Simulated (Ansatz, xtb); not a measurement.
## Isomers of C4H5O2P in order of energy

3 gas-phase structures of C4H5O2P, from a drawn sample of its isomers (lower ones may exist). Each was relaxed with GFN2-xTB; where two conformers were screened, the lower at r2SCAN-D4/def2-SVP is listed:

A. `COC1=COC=P1`, a singlet
B. `COC1=CP=CO1`, a singlet
C. `CC(=O)CP=C=O`, a singlet

**Question.** Estimate their order in r2SCAN-D4/def2-SVP energy at these geometries, lowest first.

**Answer.** Calculated order at r2SCAN-D4/def2-SVP: C (0.0), B (8.3), A (15.3) kcal/mol.

Energies above the lowest of each column, in kcal/mol; the last columns are at B3LYP-D3(BJ)/def2-SVP geometries (a dash: not run or not comparable):

| structure | GFN2-xTB | HF/STO-3G | r2SCAN-D4/def2-SVP | B3LYP-D3(BJ)/def2-SVP | CCSD(T)/def2-SVP + ΔMP2/def2-TZVPP |
| --- | --- | --- | --- | --- | --- |
| C | 21.5 | 24.6 | 0.0 | 0.0 | 0.0 |
| B | 0.0 | 0.0 | 8.3 | 10.3 | 10.8 |
| A | 1.7 | 5.1 | 15.3 | 16.8 | – |

CCSD(T)/def2-SVP + ΔMP2/def2-TZVPP puts C lowest of those it was run on; GFN2-xTB picks B, HF/STO-3G picks B. Some further structures that were screened fall inside this span and aren't listed. Flexible structures stand in one conformer each, not always the lowest. Frequencies (GFN2-xTB) were run for B, C alone. The ΔMP2 step shifts differences by up to 3.1 kcal/mol, which makes them less sure. ΔMP2 is the change of the MP2 energy from the smaller to the larger basis.

Programs: Ansatz 0.2.0, xtb 6.7.1.
